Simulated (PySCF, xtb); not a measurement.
C4H9FSi, SMILES C/C=C(\F)[SiH2]C. One conformer was computed; it need not be the lowest.

Harmonic wavenumbers (cm⁻¹) from GFN2-xTB run with xtb at its own minimum, in rising order: 30, 102, 120, 129, 179, 216, 277, 419, 448, 476, 581, 681, 710, 758, 769, 825, 828, 839, 994, 1027, 1063, 1140, 1264, 1368, 1399, 1471, 1477, 1479, 1482, 1691, 2232, 2241, 2995, 3010, 3031, 3034, 3041, 3051, 3086.

Task: What does PBE-D3(BJ)/def2-SVP (PySCF) give at its own minimum? (An estimate is asked for; the answer gives what the named calculation found.)

Result: 56, 101, 138, 145, 190, 230, 280, 409, 474, 510, 663, 678, 720, 727, 809, 854, 868, 907, 957, 1000, 1039, 1130, 1213, 1254, 1335, 1381, 1386, 1400, 1407, 1674, 2153, 2163, 2963, 2980, 3029, 3083, 3085, 3086, 3108. Paired by order, the mean absolute difference is 39 cm⁻¹ and the zero-point energies are 71.4 and 70.9 kcal/mol.
